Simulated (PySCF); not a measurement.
Members of one family of related compounds. Level of theory: TDDFT CAM-B3LYP/def2-SVPD, vertical, gas phase, core orbitals frozen in the response (PySCF 2.14.0, density-fitted response routines). Geometries: PBE0-D3(BJ)/def2-SVP; one conformer of each isolated species. Triplets are in the Tamm–Dancoff approximation. 'Strongest' means the level of largest summed f among the lowest 10 singlets; it needn't be the same kind of state in each.

**Question.** Rank by computed HOMO energy, lowest first.
A. `[SiH3]Cc1cncn1[SiH3]`
B. `C=Cc1cncn1[SiH3]`
C. `CC(C)(C)c1cncn1[SiH3]`
D. `n1([SiH3])c(cnc1)C(O)=O`
E. `c1ncn(c1B(O)O)[SiH3]`
F. `[SiH3]n1cncc1Cl`
G. `FC(F)(F)C1=CN=CN1[SiH3]`

**Answer.** G (-8.76 eV), D (-8.60 eV), E (-8.18 eV), F (-8.04 eV), C (-7.73 eV), A (-7.61 eV), B (-7.42 eV).

```
               SMILES  HOMO (eV)  first f ≥ 0.01 (nm)  f (strongest)  S1 (eV)  f (S1)    S1 mainly
FC(F)(F)c1cncn1[SiH3]      -8.76                  196           0.26     6.31   0.044  H-1→L (68%)
  O=C(O)c1cncn1[SiH3]      -8.60                  230           0.29     5.40   0.290    H→L (95%)
   OB(O)c1cncn1[SiH3]      -8.18                  213           0.29     5.83   0.263  H→L+1 (96%)
      [SiH3]n1cncc1Cl      -8.04                  201           0.17     6.05   0.000    H→L (60%)
CC(C)(C)c1cncn1[SiH3]      -7.73                  204           0.11     6.09   0.063  H→L+1 (32%)
 [SiH3]Cc1cncn1[SiH3]      -7.61                  207           0.25     5.75   0.007    H→L (89%)
     C=Cc1cncn1[SiH3]      -7.42                  253           0.37     4.89   0.367    H→L (97%)
```

H and L stand for HOMO and LUMO.
